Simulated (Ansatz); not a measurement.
Which is lower?

The two ends of one reaction step of BNH4SeF2, singlet (PBE0-D4/def2-TZVP).

A:

```json
{"atom": "B1", "x (Å)": "-0.4515", "y (Å)": "0.4711", "z (Å)": "-0.3658"}
{"atom": "N2", "x (Å)": "1.0439", "y (Å)": "-0.1323", "z (Å)": "0.0108"}
{"atom": "F3", "x (Å)": "-0.7952", "y (Å)": "-0.1890", "z (Å)": "-1.5125"}
{"atom": "F4", "x (Å)": "-0.2346", "y (Å)": "1.8138", "z (Å)": "-0.5179"}
{"atom": "H5", "x (Å)": "1.3753", "y (Å)": "0.2917", "z (Å)": "0.8721"}
{"atom": "Se6", "x (Å)": "-1.6701", "y (Å)": "0.0987", "z (Å)": "1.2498"}
{"atom": "H7", "x (Å)": "1.7043", "y (Å)": "0.0648", "z (Å)": "-0.7395"}
{"atom": "H8", "x (Å)": "0.9911", "y (Å)": "-1.1361", "z (Å)": "0.1537"}
{"atom": "H9", "x (Å)": "-1.9632", "y (Å)": "-1.2826", "z (Å)": "0.8493"}
```

B:

```csv
atom,x (Å),y (Å),z (Å)
B1,0.1526,0.6170,-1.4124
N2,1.1266,0.1435,-0.5431
F3,-1.1461,0.4498,-1.1520
F4,0.4662,1.2555,-2.5363
H5,-0.9743,-0.1135,2.8592
Se6,-0.8977,-1.3939,2.1466
H7,2.1071,0.2557,-0.7250
H8,0.8929,-0.3425,0.3088
H9,-1.7275,-0.8715,1.0541
```

Computed with Ansatz 0.2.0 (basis: def2-TZVPP); correlated methods freeze the cores. Filled d shells of the heavier atoms are correlated. The def2 sets are not built for correlating such inner shells, so the correlated values are less sure here. B3LYP uses VWN-RPA correlation.

Problem. Which structure is lower at CCSD(T), and by how much? (Judge from chemistry; the value comes from the calculation.)

Solution. By the calculation: A, by 3.3 kJ/mol (electronic energy, against the other); a gap this small isn't resolved in one triple-zeta basis. By their contacts, A is BNH₄SeF₂ ([NH3][B]([F])([F])[SeH]) and B is a complex of BNH₂F₂ ([NH2][B]([F])[F]) + H₂Se.

Problem. Do the other methods give the same order? (Judge from chemistry; the calculation decides.)

Solution. Computed: Not all: BLYP-D4, B97M-V, B3LYP-D4, BHLYP-D4, CAM-B3LYP-D4, B2PLYP, HF, CCSD give the other order.

| method | E(B) − E(A) (kJ/mol) |
| --- | --- |
| SPW92 | 24.7 |
| PBE-D4 | 6.6 |
| BLYP-D4 | -11.9 |
| r2SCAN-D4 | 6.6 |
| B97M-V | -5.4 |
| PBE0-D4 | 8.6 |
| B3LYP-D4 | -9.4 |
| r2SCAN0-D4 | 7.6 |
| BHLYP-D4 | -8.0 |
| CAM-B3LYP-D4 | -8.0 |
| wB97X-V | 3.9 |
| wB97M-V | 1.7 |
| B2PLYP | -7.4 |
| PBE-QIDH | 10.9 |
| RPA on PBE | 0.7 |
| HF | -31.6 |
| MP2 | 9.2 |
| CCSD | -1.7 |
| CCSD(T) | 3.3 |

T1 diagnostic: at most 0.011.

Labels in which every atom is bracketed show which atoms are joined, not bond orders.

For scale, one of the runs: CCSD(T)/def2-TZVPP, 228 basis functions, launched by `ansatz run in.yaml --threads 8 --pin off --events-out ev --progress --plain --max-ram 19148MiB`. Hardware: 8 CPU threads of a Oxide Virtual Turin-like, shared host. Wall time 68 s; peak host memory 4.3 GiB.
